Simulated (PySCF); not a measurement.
# Basis-set dependence of MgBi at CCSD(T)

PySCF, ROHF reference; quartet, unpaired electrons σ ↑, π ↑↑; De to Mg + Bi without counterpoise correction. Frozen cores follow the default of each basis and core potential.

```tsv
basis	relativity	functions	Re (Å)	ωe (cm⁻¹)	De (eV)	frozen orbitals
cc-pVDZ/cc-pVDZ-PP	scalar-relativistic core potentials	41	3.052	140	0.13	5
def2-SVP	scalar-relativistic core potentials	44	3.075	137	0.16	5
def2-SVPD	scalar-relativistic core potentials	53	3.066	140	0.19	5
```

How does each smaller set differ from the one with most functions, def2-SVPD?

cc-pVDZ/cc-pVDZ-PP: -1.4 pm, +0.0 % in ωe, -0.06 eV in De; def2-SVP: +0.9 pm, -2.1 % in ωe, -0.03 eV in De. All at CCSD(T); the set with most functions is neither the basis-set limit nor always the best.

Correlated steps freeze 5 core orbitals. The bond is weak. Basis-set superposition, not corrected here, can be much of De in a small basis, most of all at correlated wavefunction levels. These are scalar-relativistic numbers at best; spin–orbit coupling would shift them, the dissociation energy most. The state is the lowest determinant that a PBE0 search found; another state may lie lower at other levels.
